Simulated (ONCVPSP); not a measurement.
# Ni: variants of one ONCV potential

Base potential:

* Element: nickel (Ni)
* Generator: ONCVPSP 4.0.1
* Type: optimised norm-conserving Vanderbilt (ONCV)
* Functional: PBEsol
* Relativity: scalar-relativistic
* Frozen core: [Ne] 3s2
* Valence charge: 16
* Reference configuration: 3p6 3d9 4s1
* Partial waves: 4s: rc 1.90 bohr, ncon 3, nbas 7, qcut 3.6 1/bohr, 2 projectors, debl 3.8 Ha; 3p: rc 0.70 bohr, ncon 5, nbas 9, qcut 9.9 1/bohr, 3 projectors, debl 1.9 Ha; 3d: rc 1.60 bohr, ncon 4, nbas 8, qcut 8.2 1/bohr, 1 projector
* Local potential: polynomial inside 0.55 bohr (lpopt 4, dvloc0 6 Ha)
* Core correction: Teter function fitted to the true core (icmod 2), fcfact 0.35

In the p channel the program set the typed energies aside and used -2.438, 0.250, 2.150 Ha.

All-electron outer shells of the reference configuration (PBEsol, scalar-relativistic, ld1.x):

```csv
shell,level (eV),outermost node (bohr),outermost maximum (bohr)
3s,-105.72,0.30,0.64
3p,-66.33,0.27,0.65
3d,-4.67,–,0.63
4s,-4.49,0.93,2.35
```

Cutoffs, loose and tight: the cutoffs (Ha) at which the residual kinetic energy of the hardest occupied pseudo-wave falls to 1 and 0.1 mHa per electron. They do not see the model core or the augmentation charge, which bear on the density cutoff. Test errors are all-electron minus pseudo excitation energies from the reference, over the configurations 3p6 3d8 4s2; 3p6 3d8 4s1; 3p6 3d8 4s0; 3p5 3d8 4s2. A dash means not determined; rows that change the core or the reference have their own tests.

A true bound ghost makes a file unfit for plane-wave use even where its test errors are small: the radial tests pick states by their node count and pass the ghost by.

| change | outcome | cutoff, loose | cutoff, tight | bound ghosts | GHOST(+) flags above zero | largest test error (meV) |
| --- | --- | --- | --- | --- | --- | --- |
| base | generated, projector energies reset by the program | 203 Ha | 463 Ha | s, p | none | -893 |
| all radii but the core radius scaled by about 0.80 (s 1.52, p 0.56, d 1.28 bohr); local potential polynomial inside 0.44 bohr (lpopt 4, dvloc0 6 Ha) | generated, projector energies reset by the program | 792 Ha | 889 Ha | s, p | s, p | -653 |
| all radii but the core radius scaled by about 0.87 (s 1.66, p 0.60, d 1.40 bohr); local potential polynomial inside 0.48 bohr (lpopt 4, dvloc0 6 Ha) | generated, projector energies reset by the program | 458 Ha | 711 Ha | s, p | s, p | -735 |
| all radii but the core radius scaled by about 0.94 (s 1.78, p 0.66, d 1.50 bohr); local potential polynomial inside 0.52 bohr (lpopt 4, dvloc0 6 Ha) | generated, projector energies reset by the program | 134 Ha | 412 Ha | s, p | s, p | -825 |
| all radii but the core radius scaled by about 1.09 (s 2.08, p 0.76, d 1.74 bohr); local potential polynomial inside 0.60 bohr (lpopt 4, dvloc0 6 Ha) | generated, projector energies reset by the program | 201 Ha | 416 Ha | s, p | none | -955 |
| all radii but the core radius scaled by about 1.18 (s 2.24, p 0.82, d 1.88 bohr); local potential polynomial inside 0.64 bohr (lpopt 4, dvloc0 6 Ha) | generated, projector energies reset by the program | 111 Ha | 352 Ha | s, p | none | -985 |
| all radii but the core radius scaled by about 1.22 (s 2.32, p 0.86, d 1.94 bohr); local potential polynomial inside 0.66 bohr (lpopt 4, dvloc0 6 Ha) | generated, projector energies reset by the program | 58 Ha | 310 Ha | s, p | none | -982 |
| all radii but the core radius scaled by about 1.33 (s 2.52, p 0.94, d 2.14 bohr); local potential polynomial inside 0.74 bohr (lpopt 4, dvloc0 6 Ha) | generated, projector energies reset by the program | 39 Ha | 160 Ha | none | s | -963 |

Reading the sweep of the scale of all radii but the core radius (base = 1) (base included, trends over the rows without a ghost): Bound ghosts are found at 0.8, 0.87, 0.94, 1, 1.09, 1.18, 1.22.
